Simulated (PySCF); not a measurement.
Molecule: sum formula SnCl3F (charge 0, singlet). SMILES: [F][Sn]([Cl])([Cl])[Cl]
Coordinates optimised at B3LYP-D3(BJ)/def2-TZVP (Ansatz):
```xyz
5

F     -0.0974    -0.1578     2.0597
Sn    -0.0076    -0.0123     0.1611
Cl    -1.8372    -1.1113    -0.6976
Cl     1.9602    -0.9975    -0.5094
Cl    -0.0491     2.2287    -0.3571
```

Dispersion corrections to the total energy (kcal/mol) from the dftd3 and dftd4 libraries through PySCF: D3(BJ) without and D4 with the three-body term, each with the damping fitted for the functional named.

```
functional  D3(BJ)      D4
----------  ------  ------
LC-wPBE      -4.58   -5.32
BLYP         -9.17   -9.56
B2PLYP           ?   -3.25
HF          -29.73  -13.06
PBE              ?   -4.64
PBE0             ?   -4.04
BP86         -8.05   -6.79
```

Task: What belongs in the gaps?

Result: 
- B2PLYP, D3(BJ): -4.34
- PBE, D3(BJ): -3.84
- PBE0, D3(BJ): -3.77
